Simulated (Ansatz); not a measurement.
Reaction (formal hydrolysis of a Ti–Cl bond): `[F][Ti]([F])([Cl])[SeH]` + H₂O → `[OH][Ti]([F])([F])[SeH]` + HCl

Computed with Ansatz on PBE0-D4/def2-TZVP structures; ΔE is electronic, products minus reactants. CCSD(T)/CBS is the MP2 limit (def2-TZVPP, def2-QZVPP) plus CCSD(T) − MP2 in def2-TZVPP, frozen cores. This one scheme is used for every species. DFT in def2-TZVPP. B3LYP here is the variant with VWN-RPA as its local correlation; programs differ in this. For Se, Ti outer-core shells are correlated without core-valence functions, which leaves a few kJ/mol of doubt a bond. Scalar relativity is left out up to krypton. Each species was taken in one conformer, which may not be the lowest.

```csv
level,ΔE (kcal/mol),difference from CCSD(T)/CBS
PBE-D4,5.1,-0.1
r2SCAN-D4,5.1,-0.1
PBE0-D4,5.0,-0.2
B3LYP-D4,4.3,-0.9
ωB97X-V,2.7,-2.5
ωB97M-V,3.4,-1.8
B2PLYP,4.9,-0.3
PBE,4.7,-0.5
r2SCAN,5.0,-0.2
PBE0,4.7,-0.5
B3LYP,3.7,-1.5
HF/def2-TZVPP,2.1,-3.1
MP2/def2-TZVPP,5.7,0.5
SCS-MP2/def2-TZVPP,4.4,-0.8
CCSD/def2-TZVPP,2.6,-2.6
CCSD(T)/def2-TZVPP,4.0,-1.2
HF/def2-QZVPP,2.5,-2.7
MP2/def2-QZVPP,6.5,1.3
SCS-MP2/def2-QZVPP,5.2,0.0
HF/CBS(def2),2.5,-2.7
MP2/CBS(def2),6.9,1.7
CCSD/CBS(def2),3.8,-1.4
CCSD(T)/CBS,5.2,0
```

Largest T1 diagnostic among the species: 0.024, so the coupled-cluster value is less sure than usual.

In def2-TZVPP, CCSD(T) changes the Hartree–Fock value by +1.8 kcal/mol (the triples alone add +1.3 kcal/mol) and MP2 by +3.5 kcal/mol.
